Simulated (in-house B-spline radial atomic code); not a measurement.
Configurations of Ru, with energies counted from [Kr] 4d7 5s1. Computed with an all-electron radial atomic-structure program (B-spline basis): non-relativistic LDA exchange-only, spin-polarised, spherical fractional occupations, point nucleus. Shells without spins written out take the highest spin.

Occupations are held fixed; configurations that lie above the ionisation limit could autoionise.

```
                                                                   configuration  E - E(ref) (eV)  highest orbital  its <r> (bohr)
                                                                    [Kr] 4d6 5s2           1.3644          5s down           3.572
                                                                [Kr] 4d6 5s1 5p1           2.9753            5p up            4.31
                                                                    [Kr] 4d7 6s1           4.7068            6s up           9.314
                                          [Kr] 4d(5 up, 2 down) 6f(1 up, 0 down)           6.4925            6f up           47.45
                                                                [Kr] 4d6 4f1 5s1           6.7522            4f up           18.14
                                                   [Ar] 3d10 4s2 4p5 4d7 4f1 5s1           47.397            4f up           18.16
[Ar] 3d(4 up, 5 down) 4s2 4p6 4d(4 up, 3 down) 5s(1 up, 0 down) 5f(0 up, 1 down)           292.54          5f down           31.61
```

Problem. Order these further configurations by energy, lowest first.
A. [Ar] 3d10 4s2 4p5 4d7 5s1 6p1
B. [Kr] 4d(4 up, 3 down) 5s(0 up, 1 down)
C. [Ar] 3d10 4s2 4p5 4d8 5s1
D. [Ar] 3d10 4s2 4p5 4d7 5s2
E. [Ar] 3d(4 up, 5 down) 4s2 4p6 4d(2 up, 5 down) 5s(1 up, 0 down) 5d(0 up, 1 down)

Solution. B (1.9716 eV), C (39.815 eV), D (41.656 eV), A (46.518 eV), E (290.4 eV).

Problem. How far above the reference does [Ar] 3d10 4s2 4p5 4d7 5s1 6f1 lie?

Solution. 47.8 eV; its least bound orbital is 6f up with <r> = 46.59 bohr.

Problem. How far above the reference does [Kr] 4d(5 up, 2 down) 6p(1 up, 0 down) lie?

Solution. 5.3124 eV; its least bound orbital is 6p up with <r> = 11.99 bohr.

Problem. How far above the reference does [Ar] 3d9 4s2 4p6 4d7 5s1 6s1 lie?

Solution. 288.51 eV; its least bound orbital is 6s up with <r> = 8.711 bohr.
